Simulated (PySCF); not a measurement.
Al(All)(Cl)(H) (C3H6AlCl), SMILES C=C[CH2][AlH][Cl]. Atoms are numbered in the order given.

```xyz
11

Al     0.6970     0.0103     0.4353
C     -0.2176    -1.7196     0.1699
C     -0.5857    -1.1284    -1.1434
C      0.2793    -0.8567    -2.1532
H     -1.0719    -1.9948     0.7972
H      0.5220    -2.5310     0.1050
H     -1.6009    -0.7192    -1.2264
H      1.3060    -1.2378    -2.1527
H     -0.0426    -0.3003    -3.0361
Cl    -0.4275     1.6891     1.0846
H      2.2376     0.1617     0.1756
```

Geometry: B3LYP-D3(BJ)/def2-SVP. The structure was generated by enumeration; whether it is a known compound was not checked. One conformer was computed; it need not be the lowest.

Method: HF/pcSseg-1 in PySCF.

GIAO shieldings, no solvent; atoms listed in one row are averaged. δ = σ(ref) − σ: ¹³C against TMS (σ = 192.6 ppm); ¹H against TMS (σ = 31.99 ppm); ³⁵Cl against HCl (σ = 958.2 ppm), references at their B3LYP-D3(BJ)/def2-TZVP geometries, non-relativistic (without spin–orbit terms, shifts of atoms bonded to Cl or Br come out too high).

Q: Estimate the chemical shifts. (Estimate from the structure and the level; the computed values follow.)

A: 
```tsv
nucleus	atoms	count	δ (ppm)
¹³C	C3	1	148.4
¹³C	C4	1	121.3
¹³C	C2	1	17.0
¹H	H7	1	6.79
¹H	H9	1	5.74
¹H	H8	1	5.43
¹H	H11	1	4.01
¹H	H5	1	1.91
¹H	H6	1	1.77
³⁵Cl	Cl10	1	-79.1
```
